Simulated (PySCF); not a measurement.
**Energy of K⁺ (potassium, charge +1) between two integer charges**

The 3p beta orbital of [Ar] is emptied in steps (occupation f), with all orbitals relaxed, ending at [Ne] 3s2 3p5. Computed with PySCF 2.14 in x2c-TZVPall (6s4p3d, 33 functions), with the spin-free X2C one-electron Hamiltonian (Gaussian nucleus). The exact energy is a straight line in f; departures are measured from the line between the end points of the same method.

| f | UHF (eV) | LDA (eV) | PBE (eV) | PBE0 (eV) | r2SCAN (eV) | LC-wPBE (eV) | BHandHLYP (eV) | wB97X (eV) | HSE06 (eV) | M06-2X (eV) |
| --- | --- | --- | --- | --- | --- | --- | --- | --- | --- | --- |
| 1 | 0.000 | 0.000 | 0.000 | 0.000 | 0.000 | 0.000 | 0.000 | 0.000 | 0.000 | 0.000 |
| 0.8 | 0.212 | -1.108 | -1.075 | -0.757 | -0.994 | -0.288 | -0.447 | -0.343 | -0.823 | -0.480 |
| 0.6 | 0.312 | -1.665 | -1.611 | -1.133 | -1.474 | -0.429 | -0.672 | -0.510 | -1.232 | -0.726 |
| 0.4 | 0.306 | -1.668 | -1.608 | -1.130 | -1.453 | -0.423 | -0.675 | -0.505 | -1.228 | -0.715 |
| 0.2 | 0.200 | -1.113 | -1.068 | -0.749 | -0.954 | -0.277 | -0.452 | -0.333 | -0.815 | -0.453 |
| 0 | 0.000 | 0.000 | 0.000 | 0.000 | 0.000 | 0.000 | 0.000 | 0.000 | 0.000 | 0.000 |

Problem. For M06-2X, how does the orbital energy at f = 1 compare with the removal energy?

Solution. −ε = 28.750 eV against a total-energy difference of 31.721 eV. By Janak's theorem ε = ∂E/∂f, so the gap between them reflects the curvature. Along the path −ε is 29.892 (f = 0.8), 31.116 (f = 0.6), 32.437 (f = 0.4), 33.554 (f = 0.2) eV.

```
   method  E(f=0) − E(f=1) (eV)  −ε at f=1 (eV)  −ε at f=0.4 (eV)
      UHF                30.490          31.847            30.205
      LDA                31.850          24.947            33.230
      PBE                31.586          24.869            32.950
     PBE0                31.642          26.905            32.607
   r2SCAN                31.734          25.468            33.056
  LC-wPBE                31.731          29.919            32.116
BHandHLYP                31.561          28.776            32.112
    wB97X                31.618          29.471            32.068
    HSE06                31.633          26.482            32.680
   M06-2X                31.721          28.750            32.437
```

Reference removal energy between the ground levels: 31.625 eV (measured; NIST Atomic Spectra Database, ionization energies). The calculation has no spin-orbit coupling. UHF lacks correlation.
